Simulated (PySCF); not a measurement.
# Electronic absorption of C5H8SSi

Species: C₅H₈SSi.
Z-matrix (Å and degrees, GFN2-xTB geometry), rows numbered from 1:
```
Si
C   1  1.9117
C   2  1.4872  1  110.88
C   3  1.4217  2  123.41  1   -77.98
C   4  1.3541  3  113.12  2   178.34
S   5  1.7198  4  112.01  3    -0.22
C   3  1.3595  2  125.12  1    99.87
H   1  1.4635  2  108.33  3  -179.69
H   1  1.4625  2  108.71  3   -59.60
H   1  1.4632  2  109.29  3    60.55
H   2  1.0903  1  109.69  3   121.32
H   2  1.0910  1  109.61  3  -120.87
H   4  1.0756  3  123.08  2    -1.99
H   5  1.0718  4  128.60  3   179.59
H   7  1.0722  3  128.21  2     1.98
```

Theory: TDDFT CAM-B3LYP/def2-SVPD, vertical, gas phase, core orbitals frozen in the response in PySCF 2.14.0, density-fitted response routines.

Question: Predict the UV-vis stick spectrum at this level.

Answer: 

```
state  λ (nm)  E (eV)       f     main configurations (H = HOMO, L = LUMO)
   S1   222.2    5.58   0.099                                    H→L (90%)
   S2   209.0    5.93   0.086                                  H-1→L (85%)
   S3   207.3    5.98  0.0006                     H→L+1 (53%), H→L+2 (25%)
   S4   196.0    6.33  0.0006    H-1→L+2 (31%), H-1→L+1 (30%), H→L+1 (13%)
   S5   192.9    6.43   0.016        H→L+2 (45%), H→L+1 (18%), H→L+3 (11%)
   S6   180.8    6.86  0.0032  H-1→L+2 (37%), H-1→L+1 (32%), H-1→L+4 (10%)
   S7   180.0    6.89  0.0072                     H→L+4 (70%), H→L+3 (10%)
   S8   174.8    7.09   0.240       H→L+3 (42%), H→L+6 (20%), H→L+10 (10%)
```

Triplets, Tamm–Dancoff:

```csv
state,E (eV),λ (nm),"main configurations (H = HOMO, L = LUMO)"
T1,3.78,328.3,"H→L (72%), H-1→L (20%)"
T2,4.47,277.6,"H-1→L (72%), H→L (20%)"
T3,5.73,216.5,"H→L+1 (40%), H→L+2 (27%)"
```

The lowest singlet comes at 222 nm (538 kJ/mol) in the ultraviolet; it is of moderate strength; its leading configuration is HOMO→LUMO (90%). The strongest level in the table is S8 at 7.09 eV (175 nm, f = 0.240). It is the last of those listed, so stronger ones may follow. Löwdin shares by element: HOMO carbon 60% or more, sulfur 16% (atoms not listed hold the other 24%); LUMO carbon 52% or more, sulfur 21% (atoms not listed hold the other 27%). The listed states span 1.52 eV, and the widest gap between neighbours is 0.43 eV (S5 to S6). Of the 8 states listed, 4 reach f = 0.01 and none stays under 0.0005. The oscillator strengths of these states sum to 0.453; summed over the whole spectrum of an exact calculation they would give the number of electrons, 68 (Thomas–Reiche–Kuhn). The window holds the lowest 8 singlets.

One conformer stands for the species.
